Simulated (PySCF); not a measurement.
**How methods differ on the excitation energy of Al**

Al [Ne] 3s2 3p1 (2P) → Al [Ne] 3s1 3p1 3d1 (high-spin determinant), as a difference of total energies. Calculation: PySCF 2.14, in aug-cc-pCVTZ-DK (8s7p5d3f, 75 functions); the spin-free X2C one-electron Hamiltonian (Gaussian nucleus). Correlated levels: nothing frozen. The calculations carry no spin-orbit coupling.

```tsv
method	excitation energy (eV)
UHF	7.699
MP2 (all electrons)	8.632
SCS-MP2 (all electrons)	8.868
CCSD (all electrons)	8.727
CCSD(T) (all electrons)	8.693
```

Problem. How much does correlation contribute at CCSD(T) (all electrons)?

Solution. 8.693 − (7.699) = 0.994 eV, measured against UHF.

The upper state lies above the first ionisation limit, but in LS coupling its spin forbids autoionisation to the ground ion.

The promoted electron is Rydberg-like, and one or two diffuse shells describe it only roughly, which tends to raise the upper state.

The coupled-cluster amplitudes are large for the upper state (T1 above 0.03 or a double amplitude above 0.15), so a single reference is strained.

The determinant of the upper state mixes LS terms, which raises its energy above the lowest term, most at the Hartree-Fock and MP2 levels.
